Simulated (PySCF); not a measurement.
# Spin–spin coupling constants

Geometry:
```json
{"atom": "Ge1", "x (Å)": "-0.013", "y (Å)": "0.438", "z (Å)": "0.008"}
{"atom": "C2", "x (Å)": "0.050", "y (Å)": "0.398", "z (Å)": "1.958"}
{"atom": "H3", "x (Å)": "-0.968", "y (Å)": "0.336", "z (Å)": "2.371"}
{"atom": "H4", "x (Å)": "0.531", "y (Å)": "1.309", "z (Å)": "2.345"}
{"atom": "H5", "x (Å)": "0.624", "y (Å)": "-0.468", "z (Å)": "2.318"}
{"atom": "C6", "x (Å)": "1.814", "y (Å)": "0.404", "z (Å)": "-0.704"}
{"atom": "H7", "x (Å)": "2.383", "y (Å)": "1.287", "z (Å)": "-0.373"}
{"atom": "H8", "x (Å)": "1.801", "y (Å)": "0.397", "z (Å)": "-1.805"}
{"atom": "H9", "x (Å)": "2.348", "y (Å)": "-0.495", "z (Å)": "-0.361"}
{"atom": "C10", "x (Å)": "-0.967", "y (Å)": "2.007", "z (Å)": "-0.647"}
{"atom": "H11", "x (Å)": "-0.959", "y (Å)": "2.044", "z (Å)": "-1.747"}
{"atom": "H12", "x (Å)": "-0.495", "y (Å)": "2.928", "z (Å)": "-0.272"}
{"atom": "H13", "x (Å)": "-2.012", "y (Å)": "1.988", "z (Å)": "-0.307"}
{"atom": "N14", "x (Å)": "-0.998", "y (Å)": "-1.024", "z (Å)": "-0.539"}
{"atom": "C15", "x (Å)": "-0.549", "y (Å)": "-2.364", "z (Å)": "-0.248"}
{"atom": "H16", "x (Å)": "-1.358", "y (Å)": "-0.938", "z (Å)": "-1.485"}
{"atom": "H17", "x (Å)": "0.321", "y (Å)": "-2.714", "z (Å)": "-0.843"}
{"atom": "H18", "x (Å)": "-0.257", "y (Å)": "-2.441", "z (Å)": "0.813"}
{"atom": "H19", "x (Å)": "-1.360", "y (Å)": "-3.098", "z (Å)": "-0.397"}
```

Couplings: PBE/pcJ-1 (pcSseg-1 on Ge) (spin–dipole term only in couplings to heteroatoms) in PySCF 2.14.0 with density-fitted response routines, geometry PBE0-D3(BJ)/def2-SVP; gas phase, one conformer, non-relativistic. Couplings are averaged over pairs made equivalent by symmetry, fast rotation or ring inversion, so a value needn't be that of the named pair in this geometry, while other rotamers aren't included; one pair stands for each set, and the list holds those of at least 1.5 Hz over up to four bonds.

Isotopes: $^{13}$C, $^{1}$H, $^{15}$N.

```json
{"pair": "C2, H3", "bonds": "1", "J (Hz)": "?"}
{"pair": "N14, C15", "bonds": "1", "J (Hz)": "-3.4"}
{"pair": "N14, H16", "bonds": "1", "J (Hz)": "-68.3"}
{"pair": "C15, H17", "bonds": "1", "J (Hz)": "?"}
{"pair": "C2, C6", "bonds": "2", "J (Hz)": "?"}
{"pair": "C2, N14", "bonds": "2", "J (Hz)": "-2.2"}
{"pair": "H3, H4", "bonds": "2", "J (Hz)": "-11.8"}
{"pair": "N14, H17", "bonds": "2", "J (Hz)": "-1.6"}
{"pair": "H17, H18", "bonds": "2", "J (Hz)": "-11.0"}
{"pair": "C2, H7", "bonds": "3", "J (Hz)": "1.5"}
{"pair": "H16, H17", "bonds": "3", "J (Hz)": "7.8"}
```

Problem. Estimate the withheld couplings, with signs.

Solution. 
- $^{1}J$(C2,H3) = 122.0 Hz (bond length 1.100 Å)
- $^{1}J$(C15,H17) = 124.9 Hz (bond length 1.111 Å)
- $^{2}J$(C2,C6) = 5.3 Hz (mean over equivalent pairs that range from 3.2 to 7.1 Hz in this conformer)

Relativistic effects of the heavier atoms present are left out.
